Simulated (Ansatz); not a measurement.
Basis-set extrapolation for `O=[C]([SiH3])[AlH][OH]` (PBE0-D4/def2-TZVP geometry, frozen core, Ansatz 0.2.0). Multiplicity 1, RHF reference.

```json
{"": "HF", "def2-TZVPP": "-721.474068", "def2-QZVPP": "-721.499302"}
{"": "MP2 correlation", "def2-TZVPP": "-0.824756", "def2-QZVPP": "-0.888463"}
{"": "CCSD(T) correlation", "def2-TZVPP": "-0.895882", "def2-QZVPP": "not run"}
```

Energies in hartree. Use E(X) = E(∞) + A·exp(−7.88·√X) for Hartree–Fock and E(X) = E(∞) + B·X^(−2.97) for correlation, with X = 3 and 4, and add CCSD(T) minus MP2 of the smaller set to the MP2 limit.

Question: What is the CCSD(T) energy at the basis-set limit?

Answer: HF limit: -721.499302 + (-0.025234) × 0.13774 = -721.50278. MP2 limit: -0.888463 + (-0.063707) × 0.74074 = -0.93565. Higher-order term: -0.895882 − (-0.824756) = -0.07113. Total: -722.50956 hartree, 366.5 kJ/mol below CCSD(T)/def2-TZVPP.
